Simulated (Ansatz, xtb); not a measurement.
## Relaxing a trial structure of C2H5AlF2O

The starting geometry of this gas-phase singlet was built from a drawn formula by distance geometry and a force field; its bonds are those of `CO[C@H](F)[AlH][F]`.

```xyz
11

C     0.6398    0.6285   -3.0528
C     0.2851   -1.3831   -1.9603
Al   -0.6201   -2.2263   -0.4569
F     0.0646   -2.1360   -3.1211
F    -2.4256   -2.3485   -0.4616
O    -0.1677   -0.0800   -2.1282
H     0.6672    0.1664   -4.0254
H     0.2380    1.6506   -3.1681
H     1.6838    0.7479   -2.6425
H     1.4220   -1.4263   -1.7828
H     0.2638   -2.7663    0.7910
```

Task: Predict what becomes of its bonds when it is optimised with r2SCAN-D4/def2-SVP.

Result: A new bond forms, giving a structure given below by its coordinates. Contacts that close: Al3–O6 (2.76 → 1.93 Å).

The energy falls by 0.64 eV over 25 steps:

| step | E − E(last) (eV) |
| --- | --- |
| 1 | 0.640 |
| 4 | 0.262 |
| 6 | 0.253 |
| 9 | 0.237 |
| 12 | 0.153 |
| 14 | 0.046 |
| 17 | 0.002 |
| 20 | 0.000 |
| 22 | 0.000 |
| 25 | 0.000 |

Final geometry (Å):

```xyz
11

C     0.4717    0.5474   -2.7368
C     0.6692   -1.9097   -2.1766
Al   -0.5659   -1.8337   -0.6394
F     0.2041   -2.2431   -3.4219
F    -2.1821   -2.1002   -0.9681
O     0.2045   -0.5503   -1.8591
H     0.0678    0.3249   -3.7346
H    -0.0212    1.4322   -2.3153
H     1.5600    0.7107   -2.7937
H     1.7738   -1.8965   -2.2268
H    -0.1309   -1.6548    0.8638
```

From the same start GFN2-xTB reaches the same bonding as this run.

The end wasn't checked by frequencies. Run with Ansatz 0.2.0, 73 s on 2 threads of Intel(R) Xeon(R) Platinum 8259CL CPU @ 2.50GHz (Skylake/Cascade Lake), on a shared host.
